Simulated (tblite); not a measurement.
Compound: C4H6F2O2Si.
SMILES with atom numbers: `[O:1]=[CH:2]/[C:3](=[CH:4]/[O:5][SiH3:6])[CH:7]([F:8])[F:9]` (hydrogens: H10 on C2; H11 on C4; H12, H13, H14 on Si6; H15 on C7)

Computed geometry: GFN2-xTB, gas phase.

Give the optimised bond lengths and angles.

| bond | length (Å) | order |
| --- | --- | --- |
| O1=C2 | 1.205 | double |
| C2–C3 | 1.465 | single |
| C3=C4 | 1.348 | double |
| C4–O5 | 1.314 | single |
| O5–Si6 | 1.655 | single |
| C3–C7 | 1.501 | single |
| C7–F8, C7–F9 | 1.359 | single |
| C2–H10 | 1.103 | single |
| C4–H11 | 1.086 | single |
| Si6–H12, Si6–H13, Si6–H14 | 1.458 | single |
| C7–H15 | 1.100 | single |

Bonds in one row agree within 0.01 Å and their mean is given. Orders are formal, as drawn. A selection of angles:
| angle | degrees |
| --- | --- |
| O1–C2–C3 | 124.7 |
| O1–C2–H10 | 121.7 |
| C3–C2–H10 | 113.6 |
| C2–C3–C4 | 120.0 |
| C2–C3–C7 | 118.4 |
| C4–C3–C7 | 121.7 |
| C3–C4–O5 | 124.0 |
| C3–C4–H11 | 117.7 |
| O5–C4–H11 | 118.3 |
| C4–O5–Si6 | 132.2 |
| O5–Si6–H12 | 97.9 |
| O5–Si6–H13 | 108.7 |
| H12–Si6–H13 | 115.0 |
| H13–Si6–H14 | 110.6 |
| C3–C7–F8 | 111.2 |
| C3–C7–H15 | 112.6 |
| F8–C7–F9 | 105.6 |
| F8–C7–H15 | 108.0 |

Torsions: O1–C2–C3–C4 0° (synperiplanar); C2–C3–C4–O5 180° (antiperiplanar); C3–C4–O5–Si6 180° (antiperiplanar); C2–C3–C7–F8 -59° (synclinal).

The 2 C–O bonds span 1.205 Å (O1=C2, drawn double) to 1.314 Å (C4–O5, drawn single), a spread of 0.109 Å. Si6 (oxygen-bound silicon) is distorted tetrahedral (angles from 97.9° to 115.0°). The 3 C–C bonds span 1.348 Å (C3=C4, drawn double) to 1.501 Å (C3–C7, drawn single), a spread of 0.153 Å. O5 (silyl ether oxygen) is bent (angle 132.2°). Of the pairs four or more bonds apart, O5···H15 is among the closest relative to their van der Waals radii: 2.48 Å, 91 % of the sum of Bondi's values.

Point group: Cs (tolerance 0.08 Å). GFN2-xTB frequencies show an imaginary mode (22i cm⁻¹), so the point is no minimum at that level. 2 starts were optimised and ended at 0.00 and 1.08 kcal/mol (GFN2-xTB); the lowest of these is shown.

Time: 0.54 s wall. Hardware: an Arm Neoverse N1 with one thread, shared host. These figures are those of the optimisation.
